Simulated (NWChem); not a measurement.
Program: NWChem. System: H3BO2, charge 0, spin multiplicity 1, at a geometry optimised with PBE0/def2-SVP. The structure started from a generated list of species. Level: CCSD(T)/cc-pVDZ, 3 core orbitals frozen.

Output (cleaned and shortened):

```
             Northwest Computational Chemistry Package (NWChem) 7.3.0
             --------------------------------------------------------

                                NWChem Input Module
                                -------------------

 Scaling coordinates for geometry "geometry" by  1.889725989
 (inverse scale =  0.529177249)

 Turning off AUTOSYM since
 SYMMETRY directive was detected!

                             Geometry "geometry" -> ""
                             -------------------------

 Output coordinates in angstroms (scale by  1.889725989 to convert to a.u.)

  No.       Tag          Charge          X              Y              Z
 ---- ---------------- ---------- -------------- -------------- --------------
    1 B                    5.0000     0.28060600     0.38906800     0.00000000
    2 H                    1.0000     1.02781800     1.34131900     0.00000000
    3 O                    8.0000    -1.04960000     0.62828600     0.00000000
    4 H                    1.0000    -1.55859000    -0.19147700     0.00000000
    5 O                    8.0000     0.72952400    -0.89564800     0.00000000
    6 H                    1.0000     1.68835200    -0.95628700     0.00000000

 Effective nuclear repulsion energy (a.u.)      66.8487785637

            Nuclear Dipole moment (a.u.)
            ----------------------------
        X                 Y               Z
 ---------------- ---------------- ----------------
     0.0000037795    -0.0000018897     0.0000000000

      Symmetry information
      --------------------

 Group name             Cs
 Group number              2
 Group order               2
 No. of unique centers     6

      Symmetry unique atoms

     1    2    3    4    5    6


 Summary of "ao basis" -> "" (spherical)
 ------------------------------------------------------------------------------
       Tag                 Description            Shells   Functions and Types
 ---------------- ------------------------------  ------  ---------------------
 *                          cc-pvdz                   on all atoms

 Summary of "ao basis" -> "ao basis" (spherical)
 ------------------------------------------------------------------------------
       Tag                 Description            Shells   Functions and Types
 ---------------- ------------------------------  ------  ---------------------
 B                          cc-pvdz                  6       14   3s2p1d
 H                          cc-pvdz                  3        5   2s1p
 O                          cc-pvdz                  6       14   3s2p1d

                                 NWChem SCF Module
                                 -----------------

  ao basis        = "ao basis"
  functions       =    57
  atoms           =     6
  closed shells   =    12
  open shells     =     0
  charge          =   0.00
  wavefunction    = RHF
  use symmetry    = T
  symmetry adapt  = T

 Summary of "ao basis" -> "ao basis" (spherical)
 ------------------------------------------------------------------------------
       Tag                 Description            Shells   Functions and Types
 ---------------- ------------------------------  ------  ---------------------
 B                          cc-pvdz                  6       14   3s2p1d
 H                          cc-pvdz                  3        5   2s1p
 O                          cc-pvdz                  6       14   3s2p1d

      Symmetry analysis of basis
      --------------------------

        a'         42
        a"         15

 Forming initial guess at       0.0s

      Superposition of Atomic Density Guess
      -------------------------------------

 Sum of atomic energies:        -175.55812591

      Non-variational initial energy
      ------------------------------

 Total energy =    -176.649625
 1-e energy   =    -371.956873
 2-e energy   =     128.458468
 HOMO         =      -0.440826
 LUMO         =       0.079429

      Symmetry analysis of molecular orbitals - initial
      -------------------------------------------------

  Numbering of irreducible representations:

     1 a'          2 a"

  Orbital symmetries:

     1 a'          2 a'          3 a'          4 a'          5 a'
[...]
    25     -0.214804  3 O  pz                44     -0.213755  5 O  pz

 Vector   14  Occ=0.000000D+00  E= 1.904226D-01  Symmetry=a'
              MO Center=  1.4D+00, -9.2D-01,  1.0D-15, r^2= 4.0D+00
   Bfn.  Coefficient  Atom+Function         Bfn.  Coefficient  Atom+Function
  ----- ------------  ---------------      ----- ------------  ---------------
    54      1.346626  6 H  s                 41     -0.732270  5 O  s
    35      0.615098  4 H  s                 45     -0.404896  5 O  px
     3     -0.256792  1 B  s                 22     -0.252143  3 O  s
    42     -0.175079  5 O  px                27      0.169209  3 O  py

 Vector   15  Occ=0.000000D+00  E= 2.130159D-01  Symmetry=a'
              MO Center= -1.1D+00, -3.8D-01, -5.0D-16, r^2= 4.5D+00
   Bfn.  Coefficient  Atom+Function         Bfn.  Coefficient  Atom+Function
  ----- ------------  ---------------      ----- ------------  ---------------
    35      1.351303  4 H  s                 22     -0.820626  3 O  s
    54     -0.645013  6 H  s                 16     -0.444838  2 H  s
     3      0.345488  1 B  s                 27      0.308801  3 O  py
    41      0.265665  5 O  s                 45      0.248372  5 O  px
    26      0.226607  3 O  px                 8      0.157927  1 B  py

 center of mass
 --------------
 x =  -0.03546301 y =   0.00829464 z =   0.00000000

 moments of inertia (a.u.)
 ------------------
          84.213579048633          70.457500158703           0.000000000000
          70.457500158703         119.166123727869           0.000000000000
           0.000000000000           0.000000000000         203.379702776502

  Mulliken analysis of the total density
  --------------------------------------

    Atom       Charge   Shell Charges
 -----------   ------   -------------------------------------------------------
    1 B    5     4.75   2.01  0.56  0.19  1.44  0.27  0.29
    2 H    1     1.13   0.75  0.36  0.02
    3 O    8     8.24   2.00  0.83  0.80  2.86  1.72  0.01
    4 H    1     0.82   0.68  0.06  0.08
    5 O    8     8.24   2.00  0.83  0.80  2.87  1.73  0.01
    6 H    1     0.82   0.68  0.05  0.09

       Multipole analysis of the density wrt the origin
       ------------------------------------------------

     L   x y z        total         open         nuclear
     -   - - -        -----         ----         -------
     0   0 0 0     -0.000000      0.000000     24.000000

     1   1 0 0      0.442744      0.000000      0.000004
     1   0 1 0     -0.462961      0.000000     -0.000002
     1   0 0 1     -0.000000      0.000000      0.000000

     2   2 0 0     -9.559622      0.000000     70.709813
     2   1 1 0      0.709311      0.000000    -35.333448
     2   1 0 1      0.000000      0.000000      0.000000
     2   0 2 0    -15.130458      0.000000     46.718747
     2   0 1 1     -0.000000      0.000000      0.000000
     2   0 0 2    -13.068942      0.000000      0.000000

                   NWChem Extensible Many-Electron Theory Module
                   ---------------------------------------------


            General Information
            -------------------
      Number of processors :     1
         Wavefunction type : Restricted Hartree-Fock
          No. of electrons :    24
           Alpha electrons :    12
            Beta electrons :    12
           No. of orbitals :   114
            Alpha orbitals :    57
             Beta orbitals :    57
        Alpha frozen cores :     3
         Beta frozen cores :     3
     Alpha frozen virtuals :     0
      Beta frozen virtuals :     0
         Spin multiplicity : singlet
    Number of AO functions :    57
       Number of AO shells :    27
        Use of symmetry is : on
      Symmetry adaption is : on
         Schwarz screening : 0.10D-09

          Correlation Information
          -----------------------
          Calculation type : Coupled-cluster singles & doubles w/ perturbation
   Perturbative correction : (T)
            Max iterations :      100
        Residual threshold : 0.10D-05
     T(0) DIIS level shift : 0.00D+00
     L(0) DIIS level shift : 0.00D+00
     T(1) DIIS level shift : 0.00D+00
     L(1) DIIS level shift : 0.00D+00
     T(R) DIIS level shift : 0.00D+00
     T(I) DIIS level shift : 0.00D+00
   CC-T/L Amplitude update :  5-th order DIIS
                I/O scheme : Global Array Library
        L-threshold :  0.10D-05
        EOM-threshold :  0.10D-05
 no EOMCCSD initial starts read in
 TCE RESTART OPTIONS
 SLICE:      F
 D4D5:       F
 quantumc:   F
 qrotation:  F
 pwtce:      F
 qducc:      F
 nacto:                         0
 nrotv:                         0
 nrot:                          0

            Memory Information
            ------------------
          Available GA space size is     249033551 doubles
          Available MA space size is     104854684 doubles

 Maximum block size supplied by input
 Maximum block size        24 doubles

 tile_dim =     16

 -------------------------------------------------
   1    alpha     a'     7 doubles       0       1
   2    alpha     a"     2 doubles       7       2
   3    beta      a'     7 doubles       9       1
   4    beta      a"     2 doubles      16       2
   5    alpha     a'    16 doubles      18       5
   6    alpha     a'    16 doubles      34       6
   7    alpha     a"    13 doubles      50       7
   8    beta      a'    16 doubles      63       5
   9    beta      a'    16 doubles      79       6
  10    beta      a"    13 doubles      95       7

 Global array virtual files algorithm will be used

 Parallel file system coherency ......... OK

 4-electron integrals stored in orbital form

 v2    file size   =          1115114
 4-index algorithm nr.  13 is used
 imaxsize =       30
 imaxsize ichop =        0


CCSD iterations
 ---------------------------------------------------------
 Iter          Residuum       Correlation     Cpu    Wall
 ---------------------------------------------------------
    1   0.1602503500178  -0.4615357214338     0.1     0.1
    2   0.0440615898786  -0.4709760255506     0.2     0.2
    3   0.0152097945532  -0.4784697601294     0.1     0.1
    4   0.0063805322305  -0.4798730226355     0.1     0.1
    5   0.0026552062450  -0.4805785512749     0.1     0.1
    6   0.0006292467902  -0.4809016268084     0.1     0.1
    7   0.0003439467960  -0.4809553572943     0.1     0.1
    8   0.0001491286414  -0.4809647379113     0.1     0.1
    9   0.0000923726719  -0.4809656052088     0.1     0.1
   10   0.0000465716055  -0.4809690636960     0.1     0.1
   11   0.0000084173947  -0.4809704296386     0.2     0.2
   12   0.0000029851920  -0.4809719982586     0.2     0.2
   13   0.0000013892348  -0.4809719905160     0.1     0.1
   14   0.0000006231417  -0.4809720797827     0.2     0.2
 -----------------------------------------------------------------
 Iterations converged
 CCSD correlation energy / hartree =        -0.480972079782684
 CCSD total energy / hartree       =      -176.755783661813354

 Singles contributions

 Doubles contributions
 CCSD(T)
 Using plain CCSD(T) code
             total no. of tasks           74
 total no. of tasks / no. procs           74
                         wl_min        17576           5.1
                         wl_max      1404928          10.6
        thresh for no. of tasks           74

 CCSD[T]  correction energy / hartree =        -0.011613435621047
 CCSD[T] correlation energy / hartree =        -0.492585515403731
 CCSD[T] total energy / hartree       =      -176.767397097434412
 CCSD(T)  correction energy / hartree =        -0.010729213163629
 CCSD(T) correlation energy / hartree =        -0.491701292946313
 CCSD(T) total energy / hartree       =      -176.766512874976996

 Task  times  cpu:        7.5s     wall:        7.5s

 Total times  cpu:        7.6s     wall:        7.6s
```

Task: Write an NWChem input that would produce this output.

Result: Several could match; the one computed here: 
```
start mol
memory heap 100 mb stack 700 mb global 1900 mb
geometry units angstroms nocenter noautoz
  B      0.280606     0.389068     0.000000
  H      1.027818     1.341319     0.000000
  O     -1.049600     0.628286     0.000000
  H     -1.558590    -0.191477     0.000000
  O      0.729524    -0.895648     0.000000
  H      1.688352    -0.956287     0.000000
  symmetry group Cs
end
basis spherical
  * library cc-pvdz
end
scf
  rhf
  nopen 0
  maxiter 100
  thresh 1e-7
  semidirect memsize 60000000 filesize 0
end
tce
  freeze core 3
  ccsd(t)
  2eorb
  2emet 13
  thresh 1e-6
  maxiter 100
  tilesize 24
end
task tce energy
```
